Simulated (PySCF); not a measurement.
PySCF 2.14 output of an unrestricted PBE calculation on a single atom or ion in aug-cc-pV(Q+d)Z with one added diffuse shell each of s, p, d, f, g type (8s7p6d4f3g, 114 functions), with the non-relativistic Hamiltonian (point nucleus):

```
SCF conv_tol = 1e-09
number electrons alpha = 6  beta = 6
    J. P. Perdew, K. Burke, and M. Ernzerhof.,  Phys. Rev. Lett. 77, 3865 (1996)
    J. P. Perdew, K. Burke, and M. Ernzerhof.,  Phys. Rev. Lett. 78, 1396 (1997)
    J. P. Perdew, K. Burke, and M. Ernzerhof.,  Phys. Rev. Lett. 77, 3865 (1996)
    J. P. Perdew, K. Burke, and M. Ernzerhof.,  Phys. Rev. Lett. 78, 1396 (1997)
cycle= 1 E= -242.009867393724  delta_E= -0.00586  |g|= 0.0284  |ddm|= 16.8
cycle= 2 E= -242.0099989262  delta_E= -0.000132  |g|= 0.01  |ddm|= 0.14
cycle= 3 E= -242.010019482804  delta_E= -2.06e-05  |g|= 0.000207  |ddm|= 0.0503
cycle= 4 E= -242.010019500718  delta_E= -1.79e-08  |g|= 5.63e-06  |ddm|= 0.00374
cycle= 5 E= -242.010019500728  delta_E= -9.86e-12  |g|= 6.67e-08  |ddm|= 0.000393
converged SCF energy = -242.010019500728  <S^2> = -8.8817842e-15  2S+1 = 1
```

The run itself started from symmetry-adapted Hartree-Fock orbitals and held the occupation by maximum overlap, on a logarithmic radial grid, so the iterations belong to that start.

**Question.** Which element, charge and spin multiplicity is this?

**Answer.** Al+ (aluminium, charge +1), multiplicity 1; the state was [Ne] 3s2, closed-shell 1S.
